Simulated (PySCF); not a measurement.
**Electric field gradients and quadrupole coupling constants**

Compound: C4H10GeO.
Atom-mapped SMILES: `[CH2:1]=[CH:2][CH2:3][CH2:4][O:5][GeH3:6]` (hydrogens: H7, H8 on C1; H9 on C2; H10, H11 on C3; H12, H13 on C4; H14, H15, H16 on Ge6)

Geometry (PBE0-D3(BJ)/def2-SVP, Å), atoms numbered from 1 in this order:
```xyz
16
C4H10GeO angstrom
C      3.3804   -0.5977    0.3121
C      2.3052    0.1417    0.5873
C      1.1630    0.3874   -0.3449
C     -0.1551   -0.1535    0.1886
O     -1.1841    0.1989   -0.6956
Ge    -2.8423   -0.3949   -0.4157
H      3.5037   -1.0835   -0.6616
H      4.1801   -0.7404    1.0438
H      2.2273    0.6084    1.5786
H      1.0302    1.4715   -0.5072
H      1.3592   -0.0633   -1.3306
H     -0.0756   -1.2539    0.3053
H     -0.3394    0.2587    1.2031
H     -3.3505    0.1358    0.9417
H     -2.8279   -1.9381   -0.4054
H     -3.6583    0.1632   -1.5866
```

Field gradients from the PBE0/pcSseg-1 density (PySCF, non-relativistic), principal values in atomic units, ordered |Vxx| ≤ |Vyy| ≤ |Vzz|:

| atom | Vxx | Vyy | Vzz |
| --- | --- | --- | --- |
| O5 | -0.2139 | -1.5188 | 1.7328 |
| Ge6 | -0.6546 | -0.7371 | 1.3917 |

Question: Find the asymmetry η = (Vxx − Vyy)/Vzz and the couplings χ = eQV/h (234.96 MHz × Q in barn × V in au), with Q(17O) = −0.0256 b, Q(73Ge) = −0.196 b.

Answer: 
```json
{"atom": "O5", "environment": "oxygen bonded to C and Ge", "nucleus": "17O", "η": "0.75", "χzz (MHz)": "-10.42", "χxx (MHz)": "1.29", "χyy (MHz)": "9.14"}
{"atom": "Ge6", "environment": "germanium bonded to O and 3 H", "nucleus": "73Ge", "η": "0.06", "χzz (MHz)": "-64.09", "χxx (MHz)": "30.15", "χyy (MHz)": "33.94"}
```

The tensor is traceless: Vxx + Vyy + Vzz = 0.

Question: What is Vzz at Ge6 in SI units (1 au = 9.71736 × 10²¹ V/m²)?

Answer: 1.3917 au = 13.524 × 10²¹ V/m².

Question: What couplings would deuterons (Q(2H) = 0.00286 b) have in place of the hydrogens, at this geometry?

Answer: 
| atom | bonded to | bond length (Å) | Vzz (au) | η | χzz (kHz) |
| --- | --- | --- | --- | --- | --- |
| H7 | C1 | 1.095 | 0.3038 | 0.06 | 204 |
| H8 | C1 | 1.093 | 0.3075 | 0.06 | 207 |
| H9 | C2 | 1.099 | 0.2952 | 0.06 | 198 |
| H10 | C3 | 1.104 | 0.2822 | 0.00 | 190 |
| H11 | C3 | 1.102 | 0.2859 | 0.02 | 192 |
| H12 | C4 | 1.109 | 0.2657 | 0.07 | 179 |
| H13 | C4 | 1.110 | 0.2654 | 0.07 | 178 |
| H14 | Ge6 | 1.544 | 0.1293 | 0.02 | 87 |
| H15 | Ge6 | 1.543 | 0.1294 | 0.03 | 87 |
| H16 | Ge6 | 1.532 | 0.1348 | 0.03 | 91 |

Geometry: PBE0-D3(BJ)/def2-SVP, one conformer, isolated molecule. The calculation is non-relativistic, for germanium too. With so small a basis the couplings can be 20 % off.
